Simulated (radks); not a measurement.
All-electron atom: Hg in [Xe] 4f14 5d9.5 6s2 7s0.5 (fractional occupations, a model configuration).

Method: Dirac Kohn-Sham, LDA (Slater exchange, Perdew-Wang correlation), spin-unpolarised, spherical densities, point nucleus; open shells fill j = l - 1/2 first; computed with a radial shooting solver on a logarithmic mesh with Libxc functionals.

Energy parts (hartree):
| part | energy |
|---|---|
| total | -19651.1663 |
| kinetic | 22675.6242 |
| electron-nucleus | -49585.5140 |
| Hartree | 7621.3645 |
| exchange-correlation | -362.6410 |

Orbitals (lengths in bohr, moments of r in powers of bohr):
orbital  occ.  eigenvalue (hartree)   <1/r>  small-component weight
1s1/2       2             -3049.698   97.60                9.25e-02
2s1/2       2             -540.2433   24.03                2.12e-02
2p1/2       2             -518.4192   23.98                2.13e-02
2p3/2       4             -446.9051   19.41                1.89e-02
3s1/2       2             -128.2976   8.813                7.11e-03
3p1/2       2             -118.4625   8.726                7.06e-03
3p3/2       4             -102.6252   7.532                6.35e-03
3d3/2       4             -86.31499   7.434                6.24e-03
3d5/2       6             -82.91950   7.164                6.05e-03
4s1/2       2             -28.30798   3.736                2.43e-03
4p1/2       2             -24.09529   3.627                2.33e-03
4p3/2       4             -20.26175   3.211                2.06e-03
4d3/2       4             -13.37061   3.011                1.86e-03
4d5/2       6             -12.65601   2.916                1.79e-03
5s1/2       2              -4.50513   1.530                6.29e-04
4f5/2       6              -3.77698   2.553                1.42e-03
4f7/2       8              -3.62273   2.517                1.39e-03
5p1/2       2              -3.10821   1.404                5.43e-04
5p3/2       4              -2.42668   1.249                4.57e-04
5d3/2       4              -0.55538  0.9252                2.60e-04
5d5/2     5.5              -0.48503  0.8849                2.40e-04
6s1/2       2              -0.36242  0.5003                7.79e-05
7s1/2     0.5              -0.04042  0.1361                5.31e-06

The highest occupied level is 7s1/2 at -1.100 eV. The density falls to 0.001 e/bohr^3 at r = 4.18 bohr. Summed over all electrons, <r^2> = 102.1 bohr^2, which gives a Langevin (diamagnetic) susceptibility term of -80.8 x 10^-6 cm^3/mol.
